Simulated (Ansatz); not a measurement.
Ti(OH)F3 (TiOF3H). Total charge 0; triplet. Geometry PBE-D4/def2-SVP, that of the neutral singlet; atoms count from 1.

```
atom   x (Å)   y (Å)   z (Å)
 Ti1   0.159  -0.257  -0.312
  O2  -0.584   0.360   1.175
  H3  -0.791   1.233   1.552
  F4   1.792   0.364  -0.458
  F5  -0.748   0.306  -1.702
  F6   0.172  -2.007  -0.256
```

At PBE0-D4/def2-TZVP a singlet of charge 0 lies 5.83 eV below the triplet at the same geometry.

(1) Estimate the Mulliken populations from the PBE0/def2-TZVP orbitals of Ansatz.

(2) Where does the spin sit?

(3) And the Mayer bond orders between bonded heavy atoms (over 0.3)?

## Answers

(1) 
```csv
atom,charge (e),spin (α − β),d electrons
Ti1,1.36,0.88,2.23
O2,-0.30,0.87,–
H3,0.35,0.02,–
F4,-0.47,0.08,–
F5,-0.45,0.13,–
F6,-0.50,0.02,–
```
Mulliken values and Mayer orders depend strongly on the basis.

(2) Summed by element: Ti 0.88, O 0.87, H 0.02, F 0.23, of 2 unpaired in all. Largest on single atoms: Ti1 0.88, O2 0.87, F5 0.13.

(3) Ti1–O2 0.43 (1.77 Å); Ti1–F4 0.83 (1.75 Å); Ti1–F5 0.79 (1.75 Å); Ti1–F6 0.85 (1.75 Å).
